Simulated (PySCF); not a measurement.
Species: C7H11O (doublet state).
Cartesian coordinates in Å at the GFN2-xTB level; atoms count from 1:
```xyz
19
C7H11O angstrom
C     -2.417    0.427   -1.231
C     -1.373    0.088   -0.418
C     -1.139   -1.141    0.172
C      0.103   -1.146    0.981
C      0.843    0.138    0.551
C      1.874   -0.174   -0.537
O      1.470    0.694    1.690
C     -0.278    1.043   -0.012
H     -3.177   -0.290   -1.484
H     -2.511    1.417   -1.639
H     -1.780   -1.999    0.083
H     -0.117   -1.075    2.052
H      0.708   -2.043    0.835
H      2.641   -0.838   -0.144
H      1.385   -0.655   -1.380
H      2.352    0.741   -0.885
H      1.985    1.461    1.417
H     -0.643    1.699    0.783
H      0.063    1.663   -0.841
```

The hyperfine couplings belong to this conformer and change with its torsions.

As a line formula: `C=C1[CH]C[C@](C)(O)C1` [radical].

Theory: UKS B3LYP, pcH-1 on C H O, non-relativistic, mean-field spin-orbit, GIAO in PySCF 2.14.0. The structure is a single GFN2-xTB conformer in the gas phase; no vibrational or solvent corrections. A GFN2-xTB geometry isn't a minimum of the functional, and hyperfine couplings can be far from their values at a DFT geometry. No stability test was run, so a lower SCF solution isn't excluded. ⟨S²⟩ is 0.776 where a pure state has 0.75.

Question: Match the computed a_iso(13C) values +56.3, +52.4, -48.0, -22.7, +4.5, +2.2, -0.6 MHz with the sites C1; C2; C3; C4; C5; C6; C8.

Answer: 
```json
{"site": "C1", "a_iso (MHz)": "+52.4", "ρ(0) (bohr⁻³)": "+0.0466", "position": "largest spin population", "distance from C1 (Å)": "0.00", "spin population": "+0.67", "largest |T| (MHz)": "98.7"}
{"site": "C2", "a_iso (MHz)": "-48.0", "ρ(0) (bohr⁻³)": "-0.0427", "position": "1 bond from C1", "distance from C1 (Å)": "1.37", "spin population": "-0.26", "largest |T| (MHz)": "28.4"}
{"site": "C3", "a_iso (MHz)": "+56.3", "ρ(0) (bohr⁻³)": "+0.0501", "position": "a main spin site", "distance from C1 (Å)": "2.46", "spin population": "+0.66", "largest |T| (MHz)": "103.8"}
{"site": "C4", "a_iso (MHz)": "-22.7", "ρ(0) (bohr⁻³)": "-0.0202", "position": "1 bond from C3", "distance from C1 (Å)": "3.70", "spin population": "-0.06", "largest |T| (MHz)": "1.8"}
{"site": "C5", "a_iso (MHz)": "+2.2", "ρ(0) (bohr⁻³)": "+0.0019", "position": "2 bonds from C3", "distance from C1 (Å)": "3.73", "spin population": "0.00", "largest |T| (MHz)": "1.5"}
{"site": "C6", "a_iso (MHz)": "-0.6", "ρ(0) (bohr⁻³)": "-0.0005", "position": "3 bonds from C3", "distance from C1 (Å)": "4.39", "spin population": "0.00", "largest |T| (MHz)": "0.6"}
{"site": "C8", "a_iso (MHz)": "+4.5", "ρ(0) (bohr⁻³)": "+0.0040", "position": "2 bonds from C3", "distance from C1 (Å)": "2.54", "spin population": "+0.01", "largest |T| (MHz)": "1.1"}
```

ρ(0) is the spin density at the nucleus and T the dipolar tensor; entries for several nuclei are means. The largest Mulliken spin populations are on C1 (+0.67), C3 (+0.66) and C2 (-0.26). The positive populations add up to 1.41 and the negative ones to -0.41, together 2S = 1. The angles at C1 add up to 360.0°, so it is planar; its axial dipolar tensor and the negative couplings of its protons fit spin in a p orbital normal to that plane. Main spin sites, with 60 % or more of the largest population: C1, C3; positions count bonds from the nearest.

Means are taken over nuclei equivalent by connectivity, which assumes that they swap fast.
